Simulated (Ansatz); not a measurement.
Wavefunction ladder for FGeH₃OS (`[OH][GeH]([F])[SH]`)

```tsv
atom	x (Å)	y (Å)	z (Å)
O1	1.5587	-0.2185	0.0841
Ge2	-0.0151	0.5561	-0.0141
F3	-0.1300	1.3948	-1.5253
S4	-1.6608	-0.9023	-0.1522
H5	1.6572	-0.9427	-0.5404
H6	-0.0713	1.5745	1.1206
H7	-1.3388	-1.4619	1.0274
```

Total charge 0; spin multiplicity 1. Correlated methods include outer-core shells of Ge, which these sets cover unevenly. Scalar relativity is left out up to krypton. All single points use the PBE0-D4/def2-TZVP geometry. It is one conformer, not always the lowest. Frozen core, restricted reference, Ansatz.

| basis | HF (Eh) | MP2 corr. |
| --- | --- | --- |
| def2-SVP | -2648.50424 | -0.73302 |
| def2-TZVPP | -2649.14080 | -0.92138 |
| def2-QZVPP | -2649.20297 | -1.24479 |

(1) Estimate the CCSD correlation energy and the (T) correction in each basis where they were run (hartree).

## Answers

(1) 
```json
{"basis": "def2-SVP", "CCSD corr.": "-0.75251", "(T)": "-0.01756"}
{"basis": "def2-TZVPP", "CCSD corr.": "-0.94012", "(T)": "-0.03440"}
```
